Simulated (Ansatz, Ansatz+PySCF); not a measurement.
| atom | x (Å) | y (Å) | z (Å) |
| --- | --- | --- | --- |
| C | 0.0000 | 0.0000 | 0.0000 |
| H | 0.9510 | 0.9510 | 0.9510 |
| H | 0.6340 | -0.6340 | -0.6340 |
| H | -0.6340 | 0.6340 | -0.6340 |
| H | -0.6340 | -0.6340 | 0.6340 |

Basis set: cc-pVDZ (spherical functions). Frozen core: 1 orbital. Charge 0, multiplicity 1.

Computed with Ansatz (development build ahead of 0.2.0); each method stands on the lowest determinant of its kind that the runs found. Restricted open shells among the atoms or ions are ROHF, correlated in semicanonical orbitals with singles. Restricted functionals stand beside restricted open-shell atoms, which can lie above the unrestricted atoms usual in DFT and then raise those values.

The atomization energy at this shape (free ground-state atoms in the same class of orbitals less the molecule, no zero-point energy) of singlet CH₄:

```
               method  atomization energy
   ωB97X (restricted)            15.78 eV
 ωB97X (unrestricted)            15.71 eV
r²SCAN (unrestricted)            15.84 eV
  r²SCAN (restricted)            15.91 eV
  PBE0 (unrestricted)            15.75 eV
    PBE0 (restricted)            15.80 eV
   PBE (unrestricted)            16.01 eV
     PBE (restricted)            16.05 eV
          RHF-CCSD(T)            15.11 eV
              UHF-MP2            14.80 eV
                  UHF            11.66 eV
```

Task: What does RHF give?

Result: 11.78 eV. Caution for RHF-CCSD(T), UHF-MP2: bonds are stretched, where a single reference can fail.
